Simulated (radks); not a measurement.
Values are calculated unless marked as measured or tabulated.
Q: Numerical settings for neutral iridium, [Xe] 4f14 5d7 6s2. Level of theory: scalar-relativistic Kohn-Sham, PBE, spin-polarised, spherical densities, point nucleus; open shells are filled with parallel spins first (spin-orbit coupling, left out, can overturn this in heavy ions) (a radial shooting solver on a logarithmic mesh with Libxc functionals). The defaults (mesh step 0.008 in ln r, mesh end at 40 bohr or more with all orbitals vanishing there, Anderson mixing 0.5 over 9 steps, residual threshold near 1e-9 with the energy settled to 1e-9 hartree or 1e-11 of itself, here a cap of 91 iterations) give E = -17827.600 hartree and 6s at -5.810 eV in 15 iterations. Run on one thread of a shared host, so times are rough (Arm Neoverse V1): 0.35 s of CPU time, 0.35 s wall, 15 iterations on 2728 mesh points. One setting is changed at a time: mesh step in ln r 0.03; mesh step in ln r 0.08; mesh step in ln r 0.12; mesh end (bohr) 12; mesh end (bohr) 2; residual threshold 0.01; residual threshold 0.001; mixing 0.01; linear mixing, mixing 0.05; linear mixing, mixing 0.5; mixing history 20; iteration cap 3. Which runs fail to converge, and which converge to a wrong energy?

A: Not converged within the cap: mesh step in ln r 0.08; mesh step in ln r 0.12; linear mixing, mixing 0.05; iteration cap 3. Settled on a wrong energy, with an occupied level pushed above zero by the early mesh end: mesh end (bohr) 2 (+16.7 hartree). Apart from these: no run marked as converged misses the energy by more than 1 mhartree.
